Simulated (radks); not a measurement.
Results of a calculation; reference values are marked as such.
Question: The thulium ion Tm+, 68 electrons, occupied as [Xe] 4f13 7d1 (not the ground configuration). Code: a radial shooting solver on a logarithmic mesh with Libxc functionals. Model: Dirac Kohn-Sham, BLYP, spin-unpolarised, spherical densities, finite nucleus; open shells fill j = l - 1/2 first; Fermi nuclear charge, rms radius 5.2256 fm. Some entries of the table are withheld. Estimate them.

| orbital | occ. | eigenvalue (hartree) | <r^2> (bohr^2) |
|---|---|---|---|
| 1s1/2 | 2 | -2176.339 | (1) |
| 2s1/2 | 2 | -367.3403 | (2) |
| 2p1/2 | 2 | -350.2182 | 0.006088 |
| 2p3/2 | 4 | -314.1852 | 0.007303 |
| 3s1/2 | 2 | (3) | 0.05572 |
| 3p1/2 | 2 | -75.32788 | 0.05148 |
| 3p3/2 | 4 | -67.72004 | 0.05827 |
| 3d3/2 | 4 | -54.81998 | 0.04576 |
| 3d5/2 | 6 | -53.15704 | 0.04765 |
| 4s1/2 | 2 | -16.66045 | 0.2801 |
| 4p1/2 | 2 | (4) | 0.2920 |
| 4p3/2 | 4 | (5) | 0.3298 |
| 4d3/2 | 4 | -6.90629 | 0.3714 |
| 4d5/2 | 6 | -6.59383 | 0.3864 |
| 5s1/2 | 2 | -2.39132 | 1.707 |
| 5p1/2 | 2 | -1.57159 | (6) |
| 5p3/2 | 4 | -1.36013 | (7) |
| 4f5/2 | 6 | -0.56614 | 0.8578 |
| 4f7/2 | 7 | -0.52211 | 0.9124 |
| 7d3/2 | 1 | (8) | 186.8 |

Answer: 
(1) 1s1/2 <r^2> (bohr^2): 0.0005486
(2) 2s1/2 <r^2> (bohr^2): 0.008457
(3) 3s1/2 eigenvalue (hartree): -82.87537
(4) 4p1/2 eigenvalue (hartree): -13.62411
(5) 4p3/2 eigenvalue (hartree): -11.90589
(6) 5p1/2 <r^2> (bohr^2): 2.199
(7) 5p3/2 <r^2> (bohr^2): 2.573
(8) 7d3/2 eigenvalue (hartree): -0.08183
